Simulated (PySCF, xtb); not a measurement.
Nb(NH)(F)(NH2)2 (FH₅N₃Nb), SMILES [NH]=[Nb]([NH2])([NH2])[F], multiplicity 1. One conformer was computed; it need not be the lowest.

Harmonic wavenumbers (cm⁻¹) from GFN2-xTB (xtb) at its own minimum, in rising order: 127, 135, 148, 175, 181, 261, 321, 378, 487, 501, 521, 522, 571, 572, 579, 592, 910, 1488, 1491, 3285, 3287, 3322, 3360, 3362.

Q: What does B3LYP-D3(BJ)/def2-SVP (PySCF) give at its own minimum? (The exact figures need the calculation; the answer reports its results.)

A: 172, 177, 189, 206, 221, 302, 414, 473, 486, 528, 541, 576, 586, 662, 691, 703, 1006, 1510, 1513, 3524, 3526, 3622, 3627, 3627. Paired by order, the mean absolute difference is 96 cm⁻¹ and the zero-point energies are 38.0 and 41.3 kcal/mol.
